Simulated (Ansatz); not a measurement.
Molecule: sum formula BOCl$_{2}$ (charge -1, singlet). It need not be the lowest isomer of its formula. Whether it binds its extra electron was not tested at this geometry. 
Structure (B3LYP-D3(BJ)/def2-TZVP (Ansatz, a first-principles code) minimum search):
```xyz
4

B     -0.5391    -0.1657     0.1653
Cl     0.1157     1.6025     0.1405
Cl     0.8352    -1.3102    -0.4321
O     -1.6839    -0.5175     0.5164
```
Charge -1, spin multiplicity 1.

Basis-set convergence of Hartree-Fock and CCSD(T) correlation energies (hartree) with Ansatz. Cores are frozen in the correlated levels unless marked. No spin-orbit coupling. No relativistic terms. This anion needs diffuse functions, which these sets lack.

```tsv
basis	functions	E(HF)	E(corr, CCSD(T))	rough core time
cc-pV(D+d)Z	74	-1018.74133	-0.58908	under 20 s
cc-pV(T+d)Z	138	-1018.80356	-0.78221	under 20 s
cc-pV(Q+d)Z	238	___	___	50 s
```

What belongs in the gaps?


- cc-pV(Q+d)Z, E(HF): -1018.81991
- cc-pV(Q+d)Z, E(corr, CCSD(T)): -0.84899
